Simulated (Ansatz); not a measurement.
Molecule: C₅H₁₂Se, net charge 0, singlet state. SMILES: CCC([SeH])CC
Geometry from a B3LYP-D3(BJ)/def2-TZVP (Ansatz, a quantum-chemistry and plane-wave program) optimisation:
```
C
H 1 1.0942
C 1 1.5276 2 109.21
H 3 1.0942 1 109.04 2 -172.94
H 3 1.0962 4 106.06 1 115.01
C 3 1.5239 4 110.10 5 117.83
H 6 1.0898 3 111.25 4 61.56
H 6 1.0912 7 108.27 3 121.92
H 6 1.0929 7 107.82 8 116.32
C 1 1.5276 2 109.21 3 123.25
H 10 1.0942 1 109.04 2 172.94
H 10 1.0962 11 106.06 1 -115.01
C 10 1.5239 11 110.10 12 -117.83
H 13 1.0898 10 111.25 11 -61.56
H 13 1.0912 14 108.27 10 -121.92
H 13 1.0929 14 107.82 15 -116.32
Se 1 1.9970 2 101.63 3 -118.37
H 17 1.4734 1 94.11 2 180.00
```
Charge 0, spin multiplicity 1.

Property: atomisation energy (electronic, to ground-state atoms), in eV. Cores are frozen in the correlated levels unless marked. Open shells are spin-unrestricted. Spin-orbit coupling is left out. Frozen are the shells of the preceding noble gas and the d and f shells that filled before the atom's block. No relativistic terms. The coupled-cluster limit lacks core correlation, which all-electron functionals hold. CBS(X,Y): correlation extrapolated as X^-3; Hartree-Fock from the larger set.

```json
[
 {"level": "BLYP-D4/def2-TZVPD", "program": "Ansatz + dftd4", "atomisation energy (eV)": "70.47"},
 {"level": "r2SCAN/def2-TZVPD", "program": "Ansatz", "atomisation energy (eV)": "70.91"},
 {"level": "B3LYP/def2-TZVPD", "program": "Ansatz", "atomisation energy (eV)": "70.22"},
 {"level": "r2SCANh-D4/def2-TZVPD", "program": "Ansatz + dftd4", "atomisation energy (eV)": "70.77"},
 {"level": "LC-wPBE-D4/def2-TZVPD", "program": "Ansatz + dftd4", "atomisation energy (eV)": "71.04"},
 {"level": "SCS-MP2/aug-cc-pVDZ", "program": "Ansatz", "atomisation energy (eV)": "67.06"},
 {"level": "CCSD/aug-cc-pVTZ", "program": "Ansatz", "atomisation energy (eV)": "___"},
 {"level": "CCSD(T)/CBS(cc-pVTZ,cc-pVQZ)", "program": "Ansatz", "atomisation energy (eV)": "___"}
]
```

Q: Fill in the missing entries.

A: 
- CCSD/aug-cc-pVTZ, atomisation energy (eV): 68.80
- CCSD(T)/CBS(cc-pVTZ,cc-pVQZ), atomisation energy (eV): 70.86
